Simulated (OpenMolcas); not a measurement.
## Ni6+, Pd6+, Pt6+: d4 down the group

```
Program             : OpenMolcas 26.06
Method              : RASSCF
Basis               : ANO-R2
Scalar Hamiltonian  : X2C, finite nucleus
Spin-orbit coupling : RASSI with atomic mean-field integrals over the reference wave functions, term energies averaged over their components
```

Active space for each ion: 10 electrons in 8 orbitals (RAS1 p, at most 2 holes; RAS2 d).

Computed levels in cm-1 above 5D0:

| Level | Ni6+ | Pd6+ | Pt6+ |
| --- | --- | --- | --- |
| 5D1 | 291 | 984 | 7480 |
| 5D2 | 842 | 2479 | 13488 |
| 5D3 | 1610 | 4213 | 17843 |
| 5D4 | 2556 | 6063 | 20281 |
| 3P1(1) | 32884 | 24739 | 37635 |
| 3H4 | 36024 | 25195 | 31176 |
| 3H5 | 36722 | 27697 | 38945 |
| 3F2(1) | 37268 | 27849 | 36568 |
| 3H6 | 37405 | 29370 | 42388 |
| weight of 5D in the lowest level (%) | 99 | 94 | 58 |

Mixed levels, with the weight of the term that names them: Pd6+ 3H4 (66 %), Pt6+ 5D0 (58 %), Pt6+ 5D4 (60 %), Pt6+ 3P1(1) (73 %), Pt6+ 3H4 (52 %), Pt6+ 3H5 (75 %), Pt6+ 3F2(1) (64 %), Pt6+ 3H6 (72 %).

Measured, with the error of the calculation in %. Measured levels: Ni6+ from Corliss and Sugar, J. Phys. Chem. Ref. Data 10, 197 (1981).

```
 Level           Ni6+
   5D1     279 (+4.3)
   5D2     804 (+4.7)
   5D3    1520 (+5.9)
   5D4    2392 (+6.8)
3P1(1)   31836 (+3.3)
   3H4  31672 (+13.7)
   3H5  32286 (+13.7)
3F2(1)   34247 (+8.8)
   3H6  32877 (+13.8)
```

The fine-structure level 5D4 changes by a factor of 7.93 from Ni6+ to Pt6+.

Without spin-orbit coupling 3P(1) lies 32595, 22789, 21537 cm-1 above 5D in that order; the difference to the level 3P1(1), of either sign, comes from spin-orbit coupling, which also lowers the zero.

Without dynamic correlation excited terms often stand tens of per cent too high (terms of higher spin than the ground term too low), and those without a measured partner can miss by more than the paired ones. Active for correlation alone: 3p; no level in the range computed is led by a configuration that opens it, so any true level of that kind is missing (holds for Ni6+). Active for correlation alone: 4p; no level in the range computed is led by a configuration that opens it, so any true level of that kind is missing (holds for Pd6+). Active for correlation alone: 5p; no level in the range computed is led by a configuration that opens it, so any true level of that kind is missing (holds for Pt6+). Computed and measured levels are paired by configuration, term and J; levels that our copy of the source lacks, or whose pairing is in doubt (as where it misses far off the trend of its configuration), stay unpaired and out of the deviations. Levels of configurations outside the active space are missing.

A number in round brackets counts repeated terms of one configuration in the order of the reference energies.
